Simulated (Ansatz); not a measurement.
`OB(F)[SiH3]` + `FC#[C][GeH2][SiH3]` → `FC#C[SiH3]` + `O[B](F)[GeH2][SiH3]`  (redistribution)

Gas-phase electronic energies from Ansatz, PBE0-D4/def2-TZVP geometries. CCSD(T)/CBS is the MP2 limit (def2-TZVPP, def2-QZVPP) plus CCSD(T) − MP2 in def2-TZVPP, frozen cores. DFT in def2-TZVPP. For Ge outer-core shells are correlated without core-valence functions, which leaves a few kJ/mol of doubt a bond. Scalar relativity is left out up to krypton. Each species was taken in one conformer, which may not be the lowest.

```tsv
level	ΔE (kcal/mol)	difference from CCSD(T)/CBS
PBE-D4	-8.5	0.6
r2SCAN-D4	-9.5	-0.4
ωB97X-V	-7.9	1.2
ωB97M-V	-9.0	0.1
B2PLYP	-8.7	0.4
PBE	-8.5	0.6
r2SCAN	-9.5	-0.4
HF/def2-TZVPP	-7.6	1.5
CCSD/def2-TZVPP	-7.8	1.3
CCSD(T)/def2-TZVPP	-7.8	1.3
HF/def2-QZVPP	-7.7	1.4
MP2/def2-QZVPP	-9.5	-0.4
SCS-MP2/def2-QZVPP	-8.8	0.3
HF/CBS(def2)	-7.7	1.4
MP2/CBS(def2)	-10.0	-0.9
CCSD/CBS(def2)	-9.1	0.0
CCSD(T)/CBS	-9.1	0
```

Largest T1 diagnostic among the species: 0.014.
